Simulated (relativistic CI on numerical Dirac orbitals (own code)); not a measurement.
**Cr⁺: 3s photoemission**

Computed with this model: Dirac-Coulomb-Breit CI, KLI orbitals optimised for each configuration, a model potential for QED, valence Slater integrals scaled by 0.9, multiplet model of photoemission in the sudden approximation; configurations [Ar] 3d5 → [Ne] 3s 3p6 3d5; 300 K; Lorentzian 1.05 eV and Gaussian 0.6 eV FWHM. Energies are those of the free ion, without screening or charge transfer. The energies are binding energies and can lie tens of eV above those of solids. Without intra-shell correlation the exchange splitting of an s hole comes out too large, often by half or more. S is read from ⟨S²⟩ = S(S + 1).

free ion: ground-state S = 2.50, centroid 93.46 eV. Peaks (eV, height): 88.8 (100), 100.0 (71).

Strongest unbroadened transitions for free ion:

```
Energy (eV)  Relative strength
      88.81              100.0
      99.97               71.4
     101.99                0.0
```
